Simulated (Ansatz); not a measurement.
Consider the cleavage of the Si–Si bond: `F[SiH]([SiH3])[SiH3]` + H–F → `F[SiH](F)[SiH3]` + SiH₄.

Program: Ansatz. Geometries: PBE0-D4/def2-TZVP. ΔE: electronic, gas phase. CCSD(T)/CBS is the MP2 limit (def2-TZVPP, def2-QZVPP) plus CCSD(T) − MP2 in def2-TZVPP, frozen cores. This one scheme is used for every species. Functionals use def2-TZVPP.

`F[SiH]([SiH3])[SiH3]`:

Z-matrix (Å, degrees):
```
Si
Si 1 2.344
Si 1 2.344 2 111.5
F 1 1.613 2 109.4 3 121.1
H 1 1.490 2 109.6 3 -121.6
H 2 1.489 1 107.9 3 60.8
H 2 1.487 1 110.3 3 -57.9
H 2 1.487 1 111.5 3 -179.4
H 3 1.489 1 107.9 2 -60.5
H 3 1.487 1 110.3 2 58.2
H 3 1.487 1 111.5 2 179.7
```

H–F:

Z-matrix (Å, degrees):
```
F
H 1 0.920
```

`F[SiH](F)[SiH3]`:

```xyz
8

F    -1.817    1.141   -0.643
Si   -1.127   -0.174   -0.066
F    -1.407   -1.344   -1.110
Si    1.182    0.172    0.121
H    -1.832   -0.526    1.189
H     1.430    1.283    1.078
H     1.818   -1.069    0.636
H     1.753    0.516   -1.206
```

SiH₄:

Cartesian coordinates in Å:
```
Si 0.000 0.000 0.000
H -1.055 -0.439 0.947
H -0.054 -0.838 -1.224
H 1.331 -0.145 0.641
H -0.222 1.422 -0.364
```

(1) Is it downhill or uphill in electronic energy at CCSD(T)/CBS, and by how much? (Best estimate.)

(2) What do these levels give: revPBE-D4, r2SCAN-D4, r2SCANh-D4, ωB97X-V, B2PLYP, BLYP, r2SCANh, CCSD(T)/def2-SVP, HF/def2-TZVPP, MP2/def2-TZVPP, SCS-MP2/def2-TZVPP, MP2/CBS(def2)? (Best estimate.)

(3) What do rigid-rotor, harmonic-oscillator terms from PBE0-D4/def2-TZVP frequencies (298.15 K, 1 bar) make of the CCSD(T)/CBS value? (An estimate is asked.)

Largest T1 diagnostic among the species: 0.013.

Answers

(1) The calculation gave: Downhill: ΔE = -148.1 kJ/mol.

(2) The calculation gave: revPBE-D4 -125.4, r2SCAN-D4 -148.9, r2SCANh-D4 -148.9, ωB97X-V -151.8, B2PLYP -160.2, BLYP -157.4, r2SCANh -150.6, CCSD(T)/def2-SVP -148.4, HF/def2-TZVPP -181.6, MP2/def2-TZVPP -155.5, SCS-MP2/def2-TZVPP -162.4, MP2/CBS(def2) -152.5 kJ/mol.

(3) Computed: ΔZPE = -0.1 kJ/mol, ΔH = -151.7 kJ/mol, ΔS = -12 J/(mol·K), ΔG = -148.0 kJ/mol.

The D4 term adds +8.6 kJ/mol with B3LYP and +5.0 kJ/mol with PBE0; it sums over pairs of atoms, weighted by their polarisabilities, and B3LYP, whose exchange is more repulsive, gets the larger term. In def2-TZVPP, CCSD(T) changes the Hartree–Fock value by +30.5 kJ/mol (the triples alone add +4.0 kJ/mol) and MP2 by +26.1 kJ/mol.

B3LYP here is the variant with VWN-RPA as its local correlation; programs differ in this.
